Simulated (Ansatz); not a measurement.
Wavefunction ladder for C2H4BClO (`BC(=O)CCl`)

Z-matrix (Å, degrees):
```
B
Cl 1 2.368
C 1 1.590 2 78.0
H 1 1.194 2 102.5 3 -117.5
H 1 1.194 2 102.5 3 117.5
C 2 1.801 1 73.2 3 -0.1
O 3 1.203 1 129.4 2 -179.9
H 6 1.089 2 109.0 1 -119.4
H 6 1.089 2 109.0 1 119.5
```

Charge 0, multiplicity 1. Geometry: relaxed with PBE0-D4/def2-TZVP. It is one conformer, not always the lowest. Frozen core, restricted reference, Ansatz. CBS rows extrapolate triple and quadruple zeta; past MP2 they add the triple-zeta difference.

```csv
basis,HF (Eh),MP2 corr.,CCSD corr.,(T),CCSD(T) total
def2-SVP,?,-0.66272,-0.70818,-0.02248,?
def2-TZVPP,-637.15207,?,-0.88291,-0.03945,?
def2-QZVPP,?,-0.90842,–,–,–
CBS(def2),?,-0.95677,-0.99654,as TZ,?
```

Fill in the withheld values. (An estimate is asked.)

Computed: def2-SVP HF (Eh): -636.78630; def2-SVP CCSD(T) total: -637.51696; def2-TZVPP MP2 corr.: -0.84315; def2-TZVPP CCSD(T) total: -638.07443; def2-QZVPP HF (Eh): -637.17274; CBS(def2) HF (Eh): -637.17559; CBS(def2) CCSD(T) total: -638.21158.
